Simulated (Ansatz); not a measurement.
Mulliken charges of C$_{2}$H$_{3}$AlFNO (`FC1=C[NH][AlH][O]1`) from PBE/def2-TZVPP in Ansatz (PBE0-D4/def2-TZVP geometry).

```tsv
atom	x (Å)	y (Å)	z (Å)	charge (e)
F1	2.222	0.735	-1.050	-0.149
C2	1.062	0.427	-0.489	0.267
C3	0.553	-0.807	-0.394	-0.162
N4	-0.704	-0.848	0.253	-0.215
Al5	-1.094	0.829	0.686	0.366
O6	0.386	1.462	0.004	-0.277
H7	1.034	-1.699	-0.767	0.096
H8	-1.124	-1.754	0.347	0.138
H9	-2.247	1.610	1.393	-0.064
```

Question: By hand: the dipole of these point charges (1 e Å = 4.8032 D).

Answer: Σ q r = (-0.405, -0.292, 0.170) e Å, of length 0.527 e Å = 2.53 D.

Question: How does the dipole of the full density compare? (Estimate.)

Answer: Ansatz gave: (-0.463, -0.358, 0.191) e Å, 2.96 D; the point charges give 0.85 times that, at 2° from its direction.

Point charges leave out the atoms' own dipoles, such as those of lone pairs, and Mulliken's split depends on the basis, so the close match here is no proof of good charges.
